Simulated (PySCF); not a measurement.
## `CC[C@@H](C)[P@@](C)(=O)O`, C$_{5}$H$_{13}$O$_{2}$P

Geometry:
```json
{"atom": "C1", "x (Å)": "1.499", "y (Å)": "1.876", "z (Å)": "-0.196"}
{"atom": "C2", "x (Å)": "1.328", "y (Å)": "0.559", "z (Å)": "0.549"}
{"atom": "C3", "x (Å)": "0.639", "y (Å)": "-0.514", "z (Å)": "-0.289"}
{"atom": "C4", "x (Å)": "0.621", "y (Å)": "-1.854", "z (Å)": "0.435"}
{"atom": "P5", "x (Å)": "-1.076", "y (Å)": "-0.013", "z (Å)": "-0.770"}
{"atom": "C6", "x (Å)": "-2.057", "y (Å)": "0.232", "z (Å)": "0.759"}
{"atom": "O7", "x (Å)": "-1.200", "y (Å)": "1.069", "z (Å)": "-1.757"}
{"atom": "O8", "x (Å)": "-1.687", "y (Å)": "-1.384", "z (Å)": "-1.380"}
{"atom": "H9", "x (Å)": "2.113", "y (Å)": "1.734", "z (Å)": "-1.083"}
{"atom": "H10", "x (Å)": "1.984", "y (Å)": "2.612", "z (Å)": "0.442"}
{"atom": "H11", "x (Å)": "0.536", "y (Å)": "2.266", "z (Å)": "-0.512"}
{"atom": "H12", "x (Å)": "2.311", "y (Å)": "0.184", "z (Å)": "0.850"}
{"atom": "H13", "x (Å)": "0.751", "y (Å)": "0.727", "z (Å)": "1.462"}
{"atom": "H14", "x (Å)": "1.167", "y (Å)": "-0.621", "z (Å)": "-1.245"}
{"atom": "H15", "x (Å)": "0.044", "y (Å)": "-2.585", "z (Å)": "-0.125"}
{"atom": "H16", "x (Å)": "1.635", "y (Å)": "-2.230", "z (Å)": "0.559"}
{"atom": "H17", "x (Å)": "0.177", "y (Å)": "-1.747", "z (Å)": "1.423"}
{"atom": "H18", "x (Å)": "-2.057", "y (Å)": "-0.660", "z (Å)": "1.377"}
{"atom": "H19", "x (Å)": "-3.073", "y (Å)": "0.463", "z (Å)": "0.448"}
{"atom": "H20", "x (Å)": "-1.661", "y (Å)": "1.077", "z (Å)": "1.314"}
{"atom": "H21", "x (Å)": "-2.003", "y (Å)": "-1.174", "z (Å)": "-2.261"}
```

Level of theory: GIAO CAM-B3LYP/pcSseg-1 magnetisability, rotational g tensor and spin-rotation constants, non-relativistic, gas phase (PySCF). Geometry: GFN2-xTB.

(1) Give the nuclear spin-rotation constants along the inertial axes (H = +C I·J) beside the isotropic shieldings.

(2) How do the rotational constants and the g tensor change when H9, H10, H11, H12, H13, H14, H15, H16, H17, H18, H19, H20, H21 are replaced by deuterium?

Results:

(1) Rotational constants 2.0961, 1.4554, 1.1593 GHz. A star marks the isotopologue with that one atom substituted, in its own axes.
```csv
atom,isotope,Caa (kHz),Cbb (kHz),Ccc (kHz),mean (kHz),σ (ppm)
P5,31P,3.911,2.188,2.118,2.739,257.3
H9,1H,-0.222,-0.166,0.022,-0.122,30.8
H10,1H,-0.035,-0.150,-0.093,-0.093,30.8
H11,1H,-0.071,-0.061,-0.119,-0.084,29.7
H12,1H,-0.050,-0.089,-0.125,-0.088,30.2
H13,1H,-0.216,-0.181,0.030,-0.122,30.6
H14,1H,-0.220,-0.186,0.037,-0.123,30.3
H15,1H,-0.029,-0.122,-0.106,-0.086,29.9
H16,1H,-0.084,-0.090,-0.117,-0.097,30.6
H17,1H,-0.258,-0.155,0.018,-0.132,31.2
H18,1H,-0.252,-0.001,-0.103,-0.119,30.5
H19,1H,-0.050,-0.132,-0.110,-0.097,30.5
H20,1H,-0.094,-0.146,-0.076,-0.105,30.5
H21,1H,-0.149,-0.130,-0.087,-0.122,29.6
C1,13C*,0.307,0.197,0.162,0.222,169.4
C2,13C*,0.342,0.231,0.193,0.255,154.8
C3,13C*,0.384,0.290,0.207,0.293,139.3
C4,13C*,0.304,0.193,0.181,0.226,166.5
C6,13C*,0.304,0.207,0.145,0.219,171.2
O7,17O*,-0.276,-0.354,-0.203,-0.278,174.3
O8,17O*,-0.318,-0.162,-0.185,-0.221,224.6
```
For the geometry as given, no vibrational averaging.

(2) Constants 1.7212, 1.2177, 0.9878 GHz; g -0.0125, -0.0013, -0.0070, against -0.0152, -0.0012, -0.0082 before.
